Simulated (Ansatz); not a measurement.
Calculated with Ansatz (gas phase, PBE0-D4/def2-TZVP geometries, no zero-point term in ΔE). CCSD(T)/CBS is the MP2 limit (def2-TZVPP, def2-QZVPP) plus CCSD(T) − MP2 in def2-TZVPP, frozen cores. This one scheme is used for every species. DFT in def2-TZVPP. B3LYP here is the variant with VWN-RPA as its local correlation; programs differ in this. For Se outer-core shells are correlated without core-valence functions, which leaves a few kJ/mol of doubt a bond. Scalar relativity is left out up to krypton. Each species was taken in one conformer, which may not be the lowest.

Reaction (ligand exchange at a B–Se bond): `C[Se]B(F)Cl` + `N=C=O` → `O=C=NB(F)Cl` + `C[SeH]`

`C[Se]B(F)Cl`:

```xyz
8

C    -0.115    1.280   -0.342
Se   -1.295   -0.259   -0.164
B    -0.033   -1.601    0.396
F    -0.483   -2.820    0.623
Cl    1.680   -1.295    0.622
H    -0.743    2.109   -0.662
H     0.343    1.508    0.617
H     0.647    1.078   -1.090
```

`N=C=O`:

```xyz
4

N     0.116    0.743   -0.143
C     0.094   -0.465   -0.131
O     0.158   -1.619   -0.232
H    -0.368    1.340    0.505
```

`O=C=NB(F)Cl`:

Cartesian coordinates in Å:
```
O -2.120 1.512 -0.126
C -1.321 0.677 -0.094
N -0.559 -0.255 -0.073
B 0.800 -0.616 0.045
F 1.129 -1.887 0.002
Cl 2.072 0.570 0.246
```

`C[SeH]`:

Z-matrix (Å, degrees):
```
C
Se 1 1.949
H 1 1.088 2 110.6
H 1 1.087 2 110.6 3 -123.3
H 1 1.089 2 106.0 3 118.4
H 2 1.468 1 95.4 3 61.7
```

Task: Is it downhill or uphill in electronic energy at CCSD(T)/CBS, and by how much? (Estimate.)

Result: The calculation gave: Downhill: ΔE = -0.31 eV.

Task: What do these levels give: revPBE-D4, r2SCAN-D4, B97M-V, PBE-QIDH, B3LYP, HF/def2-QZVPP? (An estimate is asked.)

Result: Computed: revPBE-D4 -0.28, r2SCAN-D4 -0.34, B97M-V -0.41, PBE-QIDH -0.36, B3LYP -0.46, HF/def2-QZVPP -0.64 eV.

Task: What do rigid-rotor, harmonic-oscillator terms from PBE0-D4/def2-TZVP frequencies (298.15 K, 1 bar) make of the CCSD(T)/CBS value? (Best estimate.)

Result: The calculation gave: ΔZPE = -0.02 eV, ΔH = -0.35 eV, ΔS = 9 J/(mol·K), ΔG = -0.38 eV.

Largest T1 diagnostic among the species: 0.018.

Leaving LDA and LC-ωPBE aside and taking each functional with its dispersion term where it has one, the values, not all of them listed here, spread over 0.18 eV, from BHLYP-D4 to revPBE-D4. The D4 term adds +0.06 eV with B3LYP and +0.03 eV with PBE0; it sums over pairs of atoms, weighted by their polarisabilities, and B3LYP, whose exchange is more repulsive, gets the larger term. From r2SCAN to r2SCAN0 (25 % exact exchange), in def2-TZVPP and without D4, ΔE moves by −0.04 eV.
